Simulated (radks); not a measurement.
Q: Valence configurations of the palladium ion Pd3+ (all share [Kr]). All-electron calculation, Dirac Kohn-Sham, LDA (Slater exchange, Perdew-Wang correlation), spin-unpolarised, spherical densities, finite nucleus; open shells fill j = l - 1/2 first; Fermi nuclear charge, rms radius 4.5318 fm. Program: a radial shooting solver on a logarithmic mesh with Libxc functionals. Order these by energy: 4d5.5 5p1.5; 4d6 5p1; 4d6 5s1; 4d6.5 5s0.5; 4d7; 4d5 5s2.

A: From the lowest, in eV above it: 4d7 0.000; 4d6.5 5s0.5 5.600; 4d6 5s1 11.735; 4d6 5p1 19.154; 4d5 5s2 25.766; 4d5.5 5p1.5 29.853. NIST lists [Kr] 4d7 as the ground configuration; this level of theory agrees among the configurations tried. The energies are those of spherical spin-averaged densities, not of single terms.
